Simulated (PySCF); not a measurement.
C₅H₁₀OSi₂.
SMILES with atom numbers: `[CH3:1][C:2]#[C:3][Si@@H:4]1[CH2:5][CH2:6][SiH2:7][O:8]1` (hydrogens: H9, H10, H11 on C1; H12 on Si4; H13, H14 on C5; H15, H16 on C6; H17, H18 on Si7)

Computed with PBE0-D3(BJ)/def2-SVP geometry optimisation, gas phase in PySCF 2.14.0.

Q: List the bond lengths, angles and torsions at this level.

A: 
| bond | length (Å) |
| --- | --- |
| C1–C2 | 1.450 |
| C2≡C3 | 1.220 |
| C3–Si4 | 1.827 |
| Si4–C5 | 1.892 |
| C5–C6 | 1.545 |
| C6–Si7 | 1.897 |
| Si7–O8 | 1.681 |
| Si4–O8 | 1.680 |
| C1–H9, C1–H10, C1–H11 | 1.101 |
| Si4–H12 | 1.488 |
| C5–H13 | 1.104 |
| C5–H14 | 1.102 |
| C6–H15 | 1.104 |
| C6–H16 | 1.102 |
| Si7–H17 | 1.495 |
| Si7–H18 | 1.492 |

Bonds in one row agree within 0.01 Å and their mean is given. A selection of angles:
| angle | degrees |
| --- | --- |
| C1–C2–C3 | 179.7 |
| C2–C3–Si4 | 178.9 |
| C3–Si4–C5 | 111.7 |
| C3–Si4–O8 | 110.6 |
| C5–Si4–O8 | 99.9 |
| Si4–C5–C6 | 106.1 |
| C5–C6–Si7 | 106.5 |
| C6–Si7–O8 | 100.2 |
| Si4–O8–Si7 | 115.1 |

Dihedral angles: C3–Si4–C5–C6 -86° (synclinal); Si4–C5–C6–Si7 -35° (synclinal); C5–C6–Si7–O8 27° (synperiplanar); C6–Si7–O8–Si4 -6° (synperiplanar); C3–Si4–O8–Si7 105° (anticlinal).

Si4 (oxygen-bound silicon) is distorted tetrahedral (angles from 99.9° to 115.0°). The 3 C–Si bonds span 1.827 Å (C3–Si4, drawn single) to 1.897 Å (C6–Si7, drawn single), a spread of 0.070 Å. Si7 (oxygen-bound silicon) is distorted tetrahedral (angles from 100.2° to 113.7°). The 5-membered ring Si4–C5–C6–Si7–O8 has internal angles of 99.9° to 115.1° (sum 528°, against 540° for a flat polygon); it is puckered, 0.17 Å rms from its mean plane, widest ring torsion 35°. The C–C distances run from 1.220 Å (C2≡C3, drawn triple) to 1.545 Å (C5–C6, drawn single), a spread of 0.325 Å.

Point group: C1 (no symmetry element, even within 0.4 Å). PBE0-D3(BJ)/def2-SVP frequencies: not computed here. One conformer, not necessarily the lowest.

Hardware: one thread, Arm Neoverse N1 (aarch64), no GPU, shared host. Cost: 3.4 min wall, 0.70 GiB resident at most. This is the geometry optimisation.
